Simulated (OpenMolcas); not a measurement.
A run on Ni2+ among 6 point charges of -2.2 e arranged as a trigonal prism (D3h), 1.79 Å from the ion, with a polar angle of 46.2° against the regular 49.1°.

```yaml
Program: OpenMolcas
Method: "SS-CASPT2, IPEA 0.25 Eh, imaginary shift 0.1 Eh (closed shells correlated: 3s 3p)"
Basis: ANO-RCC-VDZP [5s4p2d1f]
Scalar_Hamiltonian: DKH2, point nucleus
Active_space: 8 electrons in 5 orbitals (3d)
State_averaging: 2S+1 = 3 even, 10 roots; 2S+1 = 1 even, 15 roots
Spin-orbit_coupling: RASSI with atomic mean-field integrals over the reference wave functions
```

First CASPT2 step and the start of its output:

```
&CASPT2
Multistate=10 1 2 3 4 5 6 7 8 9 10
NoMult
Frozen=5
IPEA=0.25
Imaginary=0.1
MaxIter=60
WThr=0.0 0.3 0.05
PrWF=0.5
NoMix
```

```
--- CASPT2 ---
Orbital specifications:
      -----------------------

      Symmetry species                           1
                                                 a
      Frozen orbitals                            5
      Inactive orbitals                          4
      Active orbitals                            5
      Secondary orbitals                        20
      Deleted orbitals                           0
      Number of basis functions                 34
Type of calculation                        SS-CASPT2
      Fock operator                              state-specific
      IPEA shift                                 0.25
      Real shift                                 0.00
      Imaginary shift                            0.10
      The input orbitals will be transformed to quasi-canonical
Reference energy:       -1526.9658910248
      E2 (Non-variational):      -0.3399483043
      Shift correction:          -0.0001050188
      E2 (Variational):          -0.3400533231
      Total energy:           -1527.3059443479
      Residual norm:              0.0000002476
      Reference weight:           0.95384
      Contributions to the CASPT2 correlation energy
      Active & Virtual Only:         -0.1200733991
      One Inactive Excited:          -0.1509521190
      Two Inactive Excited:          -0.0689227862
Reference energy:       -1526.9630375298
      E2 (Non-variational):      -0.3492470634
      Shift correction:          -0.0001209897
      E2 (Variational):          -0.3493680531
      Total energy:           -1527.3124055830
      Residual norm:              0.0000002245
      Reference weight:           0.95097
      Contributions to the CASPT2 correlation energy
      Active & Virtual Only:         -0.1275523875
...
```

Over all roots the printed reference weights run from 0.68 to 0.96, and roots that are degenerate in the reference spread by up to 43 cm-1.

**Question.** Did the run give usable levels, and if not, why?

**Answer.** No. The equations converged, but the reference weight falls to 0.68 for at least one root against 0.96 for the best. A drop of that size marks an intruder state, so the energies of such roots and the levels built on them can't be trusted.
